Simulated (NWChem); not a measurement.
# TlI; SMILES [I][Tl]

```xyz
2

Tl     0.0000     0.0000    -1.1339
I      0.0000     0.0000     1.7329
```
Atoms are numbered in this order, from 1.

All runs: NWChem. Medium grid unless said otherwise, to which SCAN and Minnesota functionals are sensitive. Geometry: optimised at PBE0/def2-SVP. def2 effective core potentials on I, Tl; no spin-orbit coupling. Total energies of different functionals are on different scales.

```
level              energy (Ha)  highest occupied level (eV)  orbital gap (eV)  dipole (D)
-----------------  -----------  ---------------------------  ----------------  ----------
B3LYP/def2-SVP       -470.4586                        -6.56              4.40        4.37
PBE/def2-SVP         -470.3208                        -5.78              3.25        4.15
r2SCAN/def2-SVP      -470.4936                        -6.05              3.72        4.52
HCTH/407/def2-SVP    -471.5514                        -5.79              3.18        4.22
RPBE/def2-SVP        -470.4520                        -5.71              3.25        4.20
B97-2/def2-SVP       -470.7969                        -6.54                 …        4.65
MN15-L/def2-SVP      -468.7797                        -6.01              3.61        4.31
PBE0/def2-SVP        -470.3104                        -6.81              4.89        4.62
```

Some entries are withheld; supply them.


- B97-2/def2-SVP, orbital gap (eV): 4.63
